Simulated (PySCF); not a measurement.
Mayer bond orders and bond lengths

C₈H₁₀OP (charge +1).
Numbering: `[CH:1]#[C:2][CH2:3][P@@H+:4]([CH3:5])[c:6]1[cH:7][cH:8][cH:9][o:10]1` (hydrogens: H11 on C1; H12, H13 on C3; H14 on P4; H15, H16, H17 on C5; H18 on C7; H19 on C8; H20 on C9)

Structure used (GFN2-xTB), in Å, numbered top down from 1:
```xyz
20
C8H10OP angstrom
C      3.9617    0.9454   -0.7505
C      2.8971    0.9047   -0.2058
C      1.6034    0.8536    0.4501
P      0.3931    0.1368   -0.7028
C      0.8787   -1.5044   -1.2589
C     -1.2188    0.0747    0.0347
C     -1.8745    0.8065    0.9973
C     -3.1595    0.2400    1.0950
C     -3.1953   -0.7841    0.1905
O     -2.0352   -0.8931   -0.4547
H      4.9083    0.9978   -1.2033
H      1.2841    1.8615    0.7368
H      1.6519    0.2268    1.3488
H      0.3753    0.9520   -1.8224
H      1.8620   -1.4465   -1.7282
H      0.9224   -2.1828   -0.4046
H      0.1488   -1.8799   -1.9776
H     -1.4880    1.6324    1.5595
H     -3.9488    0.5483    1.7484
H     -3.9718   -1.4790   -0.0649
```

Bond orders from the PBE0/pcSseg-1 density (PySCF). One conformer (not necessarily the lowest) at the GFN2-xTB geometry, without solvent, vibrations or thermal averaging.

Where do the orders between heavy atoms depart from those drawn in the SMILES?

The largest departure is 0.500, at C1–C2 (drawn triple, 2.500), counting aromatic bonds as 1.5. Drawn double or triple, more than 0.30 short of the drawn order: C1–C2 (2.500). The bonds drawn aromatic range from 1.01 to 1.56. The SMILES, with its formal charges, is one Lewis structure only.

Give the Mayer order of every bond, beside its length.

| bond | drawn as | length (Å) | Mayer order |
| --- | --- | --- | --- |
| C1–C2 | triple | 1.197 | 2.500 |
| C2–C3 | single | 1.451 | 1.070 |
| C3–P4 | single | 1.819 | 1.005 |
| P4–C5 | single | 1.800 | 1.080 |
| P4–C6 | single | 1.774 | 0.970 |
| C6–C7 | aromatic | 1.376 | 1.475 |
| C7–C8 | aromatic | 1.408 | 1.330 |
| C8–C9 | aromatic | 1.367 | 1.557 |
| C9–O10 | aromatic | 1.332 | 1.112 |
| O10–C6 | aromatic | 1.357 | 1.014 |
| C1–H11 | single | 1.051 | 1.147 |
| C3–H12 | single | 1.095 | 0.885 |
| C3–H13 | single | 1.097 | 0.878 |
| P4–H14 | single | 1.385 | 0.899 |
| C5–H15 | single | 1.091 | 0.917 |
| C5–H16 | single | 1.092 | 0.919 |
| C5–H17 | single | 1.091 | 0.919 |
| C7–H18 | single | 1.071 | 0.992 |
| C8–H19 | single | 1.070 | 0.981 |
| C9–H20 | single | 1.073 | 0.976 |

Bonds between the same two heavy elements. C–C: lowest C2–C3 (1.070, 1.451 Å), highest C1–C2 (2.500, 1.197 Å). C–P: lowest P4–C6 (0.970, 1.774 Å), highest P4–C5 (1.080, 1.800 Å); in 2 of the 3 pairs the longer bond (by over 0.003 Å) has the higher order (by 0.02 or more). C–O: lowest O10–C6 (1.014, 1.357 Å), highest C9–O10 (1.112, 1.332 Å).

Sum the orders of all bonds at each heavy atom with more than one neighbour and set the sums beside the valence in the SMILES.

C1 3.647 (drawn 4), C2 3.570 (drawn 4), C3 3.838 (drawn 4), P4 3.954 (drawn 4), C5 3.835 (drawn 4), C6 3.459 (drawn 4), C7 3.797 (drawn 4), C8 3.868 (drawn 4), C9 3.645 (drawn 4), O10 2.126 (drawn 2). Orders between atoms that aren't bonded are not in these sums.

For a closed shell the Mayer order of atoms A and B is Σ (PS)μν (PS)νμ over the basis functions μ on A and ν on B, with P the density and S the overlap matrix.
